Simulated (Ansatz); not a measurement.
Molecule: C2H7GeO, charge 0, multiplicity 2. It need not be the lowest isomer of its formula. 
Structure (B3LYP-D3(BJ)/def2-TZVP (Ansatz, an electronic-structure program) minimum search):
```
C
H 1 1.0936
H 1 1.0976 2 107.30
O 1 1.4216 2 106.19 3 118.38
C 1 1.5189 2 110.14 3 -120.11
H 5 1.0908 1 110.38 2 -61.99
H 5 1.0924 6 108.62 1 -121.30
H 5 1.0925 6 108.23 7 -117.27
Ge 4 1.7954 1 121.10 2 -154.68
H 9 1.5526 4 103.00 1 161.62
H 9 1.5644 10 111.76 4 113.90
```
Charge 0, spin multiplicity 2.

Parts of the frozen-core correlation energy in aug-cc-pVDZ (Ansatz, hartree). Frozen orbitals: 17; correlated occupied orbitals by spin: 13 and 12; virtual: 138 and 139. Open shells are spin-unrestricted. No spin-orbit coupling. Non-relativistic.

| term | value |
|---|---|
| reference (HF) | -2230.00047 |
| MP2 opposite-spin | -0.45185 |
| MP2 same-spin | -0.13721 |
| CCSD correlation | -0.63816 |
| (T) | -0.02066 |
| T1 diagnostic | 0.016 |
| largest doubles amplitude | 0.012 |
| <S^2> of the reference | 0.756 |
